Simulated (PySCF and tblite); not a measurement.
The numbers below are computed, except where a source is named.
Molecule: 2-ethyltetrahydrofuran, C₆H₁₂O, numbered as in [CH3:1][CH2:2][C@H:3]1[CH2:4][CH2:5][CH2:6][O:7]1.

The ring 3–4–5–6–7 is held at Altona–Sundaralingam phase angles P (ν_j = ν_max cos(P + 144°(j − 2)), ν_j about the bond from ring atom j to j + 1, counted from 0) and the rest relaxed at GFN2-xTB. Energies: PBE0/pcSseg-1 + D3(BJ). Programs: tblite and PySCF.

GFN2-xTB profile:

(phase angle P °, kcal/mol): (0, 0.00), (18, 0.13), (36, 0.38), (54, 0.53), (72, 0.49), (90, 0.45), (108, 0.45), (126, 0.44), (144, 0.40), (162, 0.37), (180, 0.39), (198, 0.45), (216, 0.47), (234, 0.50), (252, 0.57), (270, 0.62), (288, 0.60), (306, 0.46), (324, 0.28), (342, 0.09)

(1) Give the DFT energy and dipole along the phase angle P.

(2) How free is the pseudorotation?

## Answers

(1) 
| phase angle P ° | E kcal/mol | dipole D | amplitude ° |
| --- | --- | --- | --- |
| 0 | 0.10 | 1.62 | 38 |
| 36 | 0.90 | 1.57 | 37 |
| 72 | 1.18 | 1.59 | 37 |
| 108 | 0.86 | 1.67 | 35 |
| 144 | 0.28 | 1.69 | 36 |
| 180 | 0.11 | 1.59 | 37 |
| 216 | 0.10 | 1.48 | 39 |
| 252 | 0.11 | 1.49 | 39 |
| 288 | 0.19 | 1.61 | 36 |
| 324 | 0.00 | 1.68 | 37 |

(2) The sampled points span 1.18 kcal/mol, from P = 324° to P = 72°; RT at 298 K is 0.59 kcal/mol, so it is hindered but fast.
